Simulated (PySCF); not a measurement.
# Structure elucidation problem

An unknown has the formula C5H8O3Si. Its calculated NMR data are:

1H NMR (600 MHz, computed): δ 7.06 (m, 1H), 6.43 (m, 1H), 5.58 (s, 2H), 4.11 (s, 3H), 2.21 (br s, 1H).

13C{1H} NMR (computed): δ 171.8 (C), 137.4 (CH), 121.3 (CH), 90.4 (C), 56.4 (CH3).

In vacuum, equivalent nuclei averaged, single conformer, relativity neglected. GIAO PBE0/pcSseg-1 shieldings; structure optimised with GFN2-xTB; PySCF.

δ = σ(ref) − σ, references computed at the same level: 1H (σref 31.72) and 13C (σref 186.93) vs TMS.

Question: Which candidate is it?
A. CO[C@@H]([SiH3])C(=C=O)C=O
B. COc1occc1[SiH2]O
C. C#CC(=O)O[Si@H](C)OC
D. C[Si](O)(O)c1ccco1
E. CO[SiH2]Oc1ccoc1

Answer: B. 

Rings plus π bonds: 3 (1 ring in the answer). 5 carbon signals for 5 carbons: no two carbons are equivalent. Carbon types of the structure: 2 × C, 2 × CH, 1 × CH3, leaving 3 H on heteroatoms. δC 171.8: aromatic carbon bearing oxygen; an ipso carbon deshielded by its heteroatom. δC 137.4: aromatic CH next to the ring oxygen. δC 121.3: aromatic CH. δC 90.4: substituted aromatic carbon. δH 2.21: hydrogen on an oxygen bonded to Si; exchangeable, gas-phase position.

The others: C#CC(=O)O[Si@H](C)OC has carbons computed at 156.3, 81.5, 80.2, 53.1, -0.7, with a different DEPT pattern; CO[SiH2]Oc1ccoc1 would give 5 signals for carbon-bound and other non-exchanging H, not 4; CO[C@@H]([SiH3])C(=C=O)C=O has carbons computed at 193.4, 191.4, 70.4, 59.4, 45.7; C[Si](O)(O)c1ccco1 has carbons computed at 161.6, 151.1, 126.4, 116.2, 3.4, with a different DEPT pattern.

The OH or NH signal is concentration- and solvent-dependent in practice; the value given is the gas-phase one. Shifts are as computed. Against solution values, carbons near 30 ppm lie about +3 ppm off and those near 130 ppm about +5 ppm. Of 1309 compounds with measured shifts, 239 miss one by over three times the rms of a fit or turn the order of signals round; such compounds aren't used in these exercises. Multiplicities follow the n + 1 count of equivalent neighbours, as no J values were calculated; m marks all less simple cases, F and P coupling included.
